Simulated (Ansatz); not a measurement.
`CNBBr` + H–F → `CNBF` + HBr at 600 K and 1 bar (ligand exchange at a B–Br bond).

Computed with Ansatz on PBE0-D4/def2-TZVP structures; ΔE is electronic, products minus reactants. CCSD(T)/CBS adds triple-zeta CCSD(T) − MP2 to the extrapolated MP2 energy (def2 sets, frozen cores). This one scheme is used for every species. For Br outer-core shells are correlated without core-valence functions, which leaves a few kJ/mol of doubt a bond. Scalar relativity is left out up to krypton. One conformer a species, not always the lowest.

```
species  CCSD(T)/CBS energy (Eh)  H − E (kJ/mol)  S (J/(mol·K))
`CNBBr`              -2693.95268           229.3          383.5
    H–F               -100.39570            42.3          194.0
 `CNBF`               -220.44549           231.8          357.4
    HBr              -2573.91920            33.5          219.1
```

H − E and S are ideal-gas, rigid-rotor, harmonic terms from PBE0-D4/def2-TZVP, for one conformer and one mirror image of each species. 1 Eh = 2625.50 kJ/mol, R = 8.31446 J/(mol·K).

By hand: ΔE, ΔH, ΔS and ΔG.

ΔE = (-220.44549) + (-2573.91920) − (-2693.95268) − (-100.39570) = -0.01631 Eh = -42.8 kJ/mol. Δ(H − E) = 231.8 + 33.5 − 229.3 − 42.3 = -6.3, so ΔH = -49.1 kJ/mol. ΔS = 357.4 + 219.1 − 383.5 − 194.0 = -1.0 J/(mol·K). ΔG = -49.1 − 600 × (-1.0)/1000 = -48.5 kJ/mol.

By hand: the equilibrium constant, and the temperature at which ΔG would vanish if ΔH and ΔS stayed fixed.

log₁₀ K = −ΔG/(RT ln 10) = 4.2. ΔG = 0 at ΔH/ΔS = 49100 K, far beyond where these terms or the molecules hold.

The number of gas molecules stays the same, so ΔS is small and ΔH decides. A doubt of 5 kJ/mol in ΔE shifts log₁₀ K by 0.4 here. Other conformers and mirror images would add mixing entropy, several J/(mol·K) or more a flexible species. These are equilibria of isolated gas molecules and say nothing of rates. Largest T1 diagnostic: 0.012 (customary marks: 0.02 for closed shells, 0.045 for open ones).
